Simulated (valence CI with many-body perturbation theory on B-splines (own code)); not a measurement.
Rb5+: electric-dipole lines

Computed by relativistic CI+MBPT: four valence electrons over a frozen Dirac-Fock core [Ar] 3d10, a basis of 11 s, 11 p, 9 d, 7 f, 5 g, 2 h, 1 i functions for each j, with the one-electron correlation potential Σ1 (screened to all orders), the two-electron term Σ2, the three-electron term Σ3, Breit, model QED; selected single and double excitations, second order for the rest, scaled by the run's own slope (own B-spline code, finite nucleus).

Against 13 measured levels this calculation errs by 109 cm⁻¹ on average and by 203 at most. These come from a selection out of Sansonetti, J. Phys. Chem. Ref. Data 35, 301 (2006). Levels without a partner in it may be off by more. Among the levels kept, up to 370 cm⁻¹ of a level comes from second order outside the variational space, and about a tenth of that is noise between levels of different J, which matters for small intervals.

Lines 201 to 227 of 227 in falling wavelength, among levels below 386790 cm⁻¹, chosen from the strongest by gf and those to the six lowest levels. Wavelengths and rates use the calculated energies, so an error of 100 cm⁻¹ moves a line at 39.49 nm by 0.039 % and its rate by three times that or more. Electric multipoles are in the length gauge, E1 and E2 with the static RPA response of the core. Weak lines are less certain than strong ones. Lines between different terms over intervals too small for the method are left out, as are lines whose strength nearly cancels. Where a level lies close to another of its J and parity, the split of strength between their lines is uncertain. The highest levels of a list are the least certain.

Names give the largest LS component (configuration and term), which can be under half, so a name can repeat, a term be missing and a line seem to break the LS rules; names also repeat where a configuration has a term twice.

| λ vac (nm) | Upper | Lower | A (s⁻¹) | S (a.u.) |
| --- | --- | --- | --- | --- |
| 39.49 | 4s2 4p 5p 3P_2 | 4s 4p3 5S°_2 | 1.44e+10 | 2.19e+00 |
| 39.32 | 4s 4p2 4d 5P_1 | 4s 4p3 5S°_2 | 4.25e+10 | 3.83e+00 |
| 39.09 | 4s2 4p 4d 3D°_1 | 4s2 4p2 3P_0 | 2.34e+09 | 2.07e-01 |
| 38.96 | 4s2 4p 5p 3S_1 | 4s 4p3 5S°_2 | 7.75e+06 | 6.78e-04 |
| 38.93 | 4s2 4p 4d 1P°_1 | 4s2 4p2 1D_2 | 5.85e+08 | 5.11e-02 |
| 38.62 | 4s 4p2 4d 3P_2 | 4s 4p3 5S°_2 | 4.27e+08 | 6.07e-02 |
| 38.55 | 4s2 4p 5s 3P°_1 | 4s2 4p2 1S_0 | 6.78e+08 | 5.75e-02 |
| 38.43 | 4s2 4p 5p 1D_2 | 4s 4p3 5S°_2 | 1.15e+08 | 1.61e-02 |
| 38.01 | 4s 4p2 4d 3G_3 | 4s 4p3 5S°_2 | 2.20e+05 | 4.17e-05 |
| 37.88 | 4s 4p2 4d 3P_1 | 4s 4p3 5S°_2 | 2.68e+08 | 2.16e-02 |
| 37.70 | 4s2 4p 4d 1F°_3 | 4s2 4p2 3P_2 | 2.54e+09 | 4.70e-01 |
| 36.94 | 4s2 4p 4d 1P°_1 | 4s2 4p2 3P_2 | 6.40e+07 | 4.78e-03 |
| 36.78 | 4s2 4p 5s 1P°_1 | 4s2 4p2 1S_0 | 7.13e+09 | 5.25e-01 |
| 36.30 | 4s2 4p 4d 1P°_1 | 4s2 4p2 3P_1 | 1.59e+08 | 1.13e-02 |
| 35.64 | 4s2 4p 4d 1P°_1 | 4s2 4p2 3P_0 | 3.21e+07 | 2.15e-03 |
| 35.60 | 4s2 4p 5s 3P°_1 | 4s2 4p2 1D_2 | 1.29e+09 | 8.62e-02 |
| 34.49 | 4s2 4p 5s 3P°_2 | 4s2 4p2 1D_2 | 1.36e+09 | 1.37e-01 |
| 34.09 | 4s2 4p 5s 1P°_1 | 4s2 4p2 1D_2 | 1.94e+10 | 1.14e+00 |
| 33.92 | 4s2 4p 5s 3P°_1 | 4s2 4p2 3P_2 | 7.56e+09 | 4.37e-01 |
| 33.52 | 4s2 4p 5s 3P°_0 | 4s2 4p2 3P_1 | 1.37e+10 | 2.54e-01 |
| 33.39 | 4s2 4p 5s 3P°_1 | 4s2 4p2 3P_1 | 2.84e+09 | 1.57e-01 |
| 32.92 | 4s2 4p 5s 3P°_2 | 4s2 4p2 3P_2 | 8.96e+09 | 7.89e-01 |
| 32.82 | 4s2 4p 5s 3P°_1 | 4s2 4p2 3P_0 | 4.30e+09 | 2.25e-01 |
| 32.55 | 4s2 4p 5s 1P°_1 | 4s2 4p2 3P_2 | 2.66e+08 | 1.36e-02 |
| 32.41 | 4s2 4p 5s 3P°_2 | 4s2 4p2 3P_1 | 3.33e+09 | 2.80e-01 |
| 32.05 | 4s2 4p 5s 1P°_1 | 4s2 4p2 3P_1 | 5.44e+08 | 2.65e-02 |
| 31.53 | 4s2 4p 5s 1P°_1 | 4s2 4p2 3P_0 | 1.77e+08 | 8.23e-03 |
